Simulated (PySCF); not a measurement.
SiCl2Br2, SMILES [Si](Cl)(Br)(Cl)Br.

Geometry: PBE0-D3(BJ)/def2-SVP.

All values below come from TDA-LC-ωPBE/def2-SVPD in PySCF.

Vertical excitations. Isolated molecule, no solvent. State labels are in the subgroup C2v.

Problem. List the lowest excited states. (The exact figures need the calculation; the answer reports its results.)

Solution. 
| state | symmetry | energy (eV) | λ (nm) | f | main pairs |
|---|---|---|---|---|---|
| S1 | B1 | 6.73 | 184 | 0.010 | HOMO→LUMO 82 % |
| S2 | A2 | 6.87 | 180 | 0.000 | HOMO−1→LUMO 80 % |
| S3 | B2 | 7.09 | 175 | 0.017 | HOMO−2→LUMO 77 % |
| S4 | A1 | 7.41 | 167 | 0.032 | HOMO−3→LUMO 63 %, HOMO→LUMO+1 14 % |
| S5 | B2 | 8.07 | 154 | 0.033 | HOMO−5→LUMO 66 % |
| S6 | A2 | 8.13 | 153 | 0.000 | HOMO→LUMO+4 53 %, HOMO−6→LUMO 22 % |
| S7 | B1 | 8.19 | 151 | 0.128 | HOMO−4→LUMO 74 % |
| S8 | A2 | 8.29 | 150 | 0.000 | HOMO−1→LUMO+3 29 %, HOMO→LUMO+4 23 %, HOMO−6→LUMO 17 %, HOMO−1→LUMO+7 10 % |
| S9 | A1 | 8.38 | 148 | 0.034 | HOMO−7→LUMO 30 %, HOMO−2→LUMO+4 15 %, HOMO−3→LUMO 13 %, HOMO→LUMO+1 11 % |
| S10 | B1 | 8.42 | 147 | 0.000 | HOMO−1→LUMO+4 49 %, HOMO→LUMO+3 19 %, HOMO→LUMO+7 9 % |
| T1 | B1 | 6.13 | 202 | 0 | HOMO→LUMO 77 % |
| T2 | A2 | 6.30 | 197 | 0 | HOMO−1→LUMO 74 % |
| T3 | B2 | 6.46 | 192 | 0 | HOMO−2→LUMO 68 % |
| T4 | A1 | 6.72 | 185 | 0 | HOMO−3→LUMO 64 %, HOMO→LUMO+1 13 % |
Triplets are in the Tamm–Dancoff approximation.
